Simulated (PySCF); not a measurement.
PySCF 2.14 output of an unrestricted TPSS calculation on a single atom or ion in cc-pVTZ-DK, with scalar relativity by spin-free X2C-1e:

```
SCF conv_tol = 1e-09
number electrons alpha = 16  beta = 15
    J. Tao, J. P. Perdew, V. N. Staroverov, and G. E. Scuseria.,  Phys. Rev. Lett. 91, 146401 (2003)
    J. P. Perdew, J. Tao, V. N. Staroverov, and G. E. Scuseria.,  J. Chem. Phys. 120, 6898 (2004)
    J. Tao, J. P. Perdew, V. N. Staroverov, and G. E. Scuseria.,  Phys. Rev. Lett. 91, 146401 (2003)
    J. P. Perdew, J. Tao, V. N. Staroverov, and G. E. Scuseria.,  J. Chem. Phys. 120, 6898 (2004)
cycle= 1 E= -2098.39549569404  delta_E= -0.00864  |g|= 0.181  |ddm|= 0.411
cycle= 2 E= -2098.3952778946  delta_E= 0.000218  |g|= 0.177  |ddm|= 0.288
cycle= 3 E= -2098.40151077781  delta_E= -0.00623  |g|= 0.00301  |ddm|= 0.146
cycle= 4 E= -2098.40151328698  delta_E= -2.51e-06  |g|= 0.000117  |ddm|= 0.0045
cycle= 5 E= -2098.4015132961  delta_E= -9.12e-09  |g|= 1.49e-05  |ddm|= 0.000198
cycle= 6 E= -2098.40151329615  delta_E= -4.82e-11  |g|= 4.89e-07  |ddm|= 1.73e-05
converged SCF energy = -2098.40151329615  <S^2> = 0.75247758  2S+1 = 2.002476
```

The run itself started from symmetry-adapted Hartree-Fock orbitals and held the occupation by maximum overlap, on a logarithmic radial grid, so the iterations belong to that start.

Which element, charge and spin multiplicity is this?

Ge⁺ (germanium, charge +1), multiplicity 2; the state was [Ar] 3d10 4s2 4p1, 2P determinant.
